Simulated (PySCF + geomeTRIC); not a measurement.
Level of theory: PySCF + geomeTRIC with TPSS-D3(BJ)/def2-SVP. fastk is a local helper that only speeds up exchange builds. No frequencies were computed at this level.

```python
import json, numpy as np
from pyscf import gto, dft
from fastk import lowrank_exchange
atoms = """
Nb     0.019158    -0.030194    -0.019547
O     -0.778122     1.226385     0.793895
H      1.461534     0.666609    -0.674805
H     -1.076209    -0.575337    -1.243612
H      0.343554    -1.240043     1.174764
"""
def scf(charge, spin, dm0=None):
    mol = gto.M(atom=atoms, basis='def2-svp', ecp={'Nb': 'def2-svp'}, charge=charge, spin=spin, verbose=3, max_memory=15120)
    mf = dft.KS(mol, xc='tpss').density_fit(auxbasis="def2-universal-jkfit")
    mf.disp = 'd3bj'
    mf.grids.level = 3
    mf.conv_tol = 1e-8
    mf.max_cycle = 120
    mf.level_shift = 0.25
    mf.kernel(dm0)
    if not mf.converged:
        mf = mf.newton().run(mf.mo_coeff, mf.mo_occ).undo_soscf()
    return mf
mf = scf(0, 0)
from pyscf.geomopt.geometric_solver import kernel as optimize
path = []
done, mol = optimize(mf, maxsteps=120, assert_convergence=False, callback=lambda env: path.append((env["energy"], bool(env["g_scanner"].converged))))
res = dict(converged=bool(done and path[-1][1]), energy=path[-1][0], path=[e for e, c in path], xyz=mol.atom_coords(unit="Angstrom").tolist(), nao=mol.nao)
json.dump(res, open("result.json", "w"))
```

Output:

```
converged SCF energy = -133.952860521935
Geometry optimization cycle 1
converged SCF energy = -133.952860512313
cycle 1: E = -133.952860512  dE = -133.953  norm(grad) = 0.0246455
Geometry optimization cycle 2
converged SCF energy = -133.955462418941
cycle 2: E = -133.955462419  dE = -0.00260191  norm(grad) = 0.011522
Geometry optimization cycle 3
converged SCF energy = -133.955985558576
cycle 3: E = -133.955985559  dE = -0.00052314  norm(grad) = 0.00416513
Geometry optimization cycle 4
converged SCF energy = -133.956024016873
cycle 4: E = -133.956024017  dE = -3.84583e-05  norm(grad) = 0.00194638
Geometry optimization cycle 5
converged SCF energy = -133.956025519749
cycle 5: E = -133.95602552  dE = -1.50288e-06  norm(grad) = 0.000353782
Geometry optimization cycle 6
converged SCF energy = -133.956025599774
cycle 6: E = -133.9560256  dE = -8.00252e-08  norm(grad) = 0.000338887
<class 'geometric.internal.Distance'> : 4
<class 'geometric.internal.Angle'> : 6
<class 'geometric.internal.TranslationX'> : 1
<class 'geometric.internal.TranslationY'> : 1
<class 'geometric.internal.TranslationZ'> : 1
<class 'geometric.internal.RotationA'> : 1
<class 'geometric.internal.RotationB'> : 1
<class 'geometric.internal.RotationC'> : 1
Step    0 : Gradient = 1.102e-02/1.422e-02 (rms/max) Energy = -133.9528605123
Step    1 : Displace = 7.710e-02/9.532e-02 (rms/max) Trust = 1.000e-01 (=) Grad = 5.153e-03/5.742e-03 (rms/max) E (change) = -133.9554624189 (-2.602e-03) Quality = 0.701
Step    2 : Displace = 1.980e-02/2.417e-02 (rms/max) Trust = 1.000e-01 (=) Grad = 1.863e-03/3.379e-03 (rms/max) E (change) = -133.9559855586 (-5.231e-04) Quality = 1.212
Step    3 : Displace = 9.168e-03/1.211e-02 (rms/max) Trust = 1.414e-01 (+) Grad = 8.704e-04/1.401e-03 (rms/max) E (change) = -133.9560240169 (-3.846e-05) Quality = 0.792
Step    4 : Displace = 9.873e-04/1.296e-03 (rms/max) Trust = 2.000e-01 (+) Grad = 1.582e-04/2.461e-04 (rms/max) E (change) = -133.9560255197 (-1.503e-06) Quality = 0.548
Step    5 : Displace = 2.238e-04/2.661e-04 (rms/max) Trust = 2.000e-01 (=) Grad = 1.516e-04/2.608e-04 (rms/max) E (change) = -133.9560255998 (-8.003e-08) Quality = 0.176
Converged! =D
```

Cost: very roughly 110 core-seconds.
